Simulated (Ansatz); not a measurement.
A set of 12 reactions (silylene extrusion), with CCSD(T)/CBS values in kJ/mol:

```tsv
reaction	ΔE
`CO[Si](C)(O)F` → `CF` + `CO[Si]O`	404.6
`BC([SiH3])BCl` → `BCBCl` + `[SiH2]`	265.2
`C[SiH](O)O[SiH](O)O` → `O[SiH](O)O` + `C[Si]O`	324.1
`C=CC[SiH](F)F` → `F[Si]F` + `C=CC`	151.1
`N[SiH2]O[SiH](N)Cl` → `N[SiH](O)Cl` + `N[SiH]`	283.1
`C[Si](O)(Cl)Br` → `Cl[Si]Br` + CH₃OH	370.3
`CO[Si](C)(O)F` → `CO[Si]C` + `OF`	893.1
`N=C[SiH2]F` → `C=N` + `F[SiH]`	193.7
`CO[Si](C)(O)F` → `CO[Si]F` + CH₃OH	367.1
`C[Si](O)(Cl)Br` → `ClBr` + `C[Si]O`	538.5
`[SiH3]C1CC1` → `C1CC1` + `[SiH2]`	238.1
`N[Si](O)(O)F` → `N[Si]F` + `OO`	715.7
```

Gas-phase electronic energies from Ansatz, PBE0-D4/def2-TZVP geometries. CCSD(T)/CBS is the MP2 limit (def2-TZVPP, def2-QZVPP) plus CCSD(T) − MP2 in def2-TZVPP, frozen cores. This one scheme is used for every species. DFT in def2-TZVPP. B3LYP here is the variant with VWN-RPA as its local correlation; programs differ in this. For Br outer-core shells are correlated without core-valence functions, which leaves a few kJ/mol of doubt a bond. Scalar relativity is left out up to krypton. One conformer a species, not always the lowest.

**Question.** Give the mean, mean absolute and largest difference (level minus CCSD(T)/CBS, kJ/mol) for: PBE-D4, r2SCAN-D4, PBE0-D4, B2PLYP, r2SCAN, B3LYP, HF/def2-TZVPP, MP2/def2-TZVPP, SCS-MP2/def2-TZVPP, CCSD(T)/def2-TZVPP, HF/def2-QZVPP, SCS-MP2/def2-QZVPP, HF/CBS(def2), MP2/CBS(def2). (Estimate.)

**Answer.** The calculation gave: 
```csv
level,mean,mean absolute,largest
PBE-D4,-23.3,24.7,-66.2
r2SCAN-D4,11.9,12.5,20.7
PBE0-D4,-0.7,7.8,-20.3
B2PLYP,-12.5,12.5,-16.9
r2SCAN,9.1,10.4,18.5
B3LYP,-31.8,31.8,-43.5
HF/def2-TZVPP,-2.6,14.9,-40.0
MP2/def2-TZVPP,16.5,16.5,28.3
SCS-MP2/def2-TZVPP,1.8,2.8,6.3
CCSD(T)/def2-TZVPP,-7.2,7.2,-14.2
HF/def2-QZVPP,-1.8,15.6,40.5
SCS-MP2/def2-QZVPP,6.8,6.8,16.9
HF/CBS(def2),-1.7,15.8,41.1
MP2/CBS(def2),23.7,23.7,42.5
```

The largest T1 diagnostic in the set is 0.015, for `N[SiH]` (customary mark 0.02).

CCSD(T)/CBS is a level of theory with its own doubt, and the functionals carry their triple-zeta basis error, so these figures describe this set and don't rank the functionals.
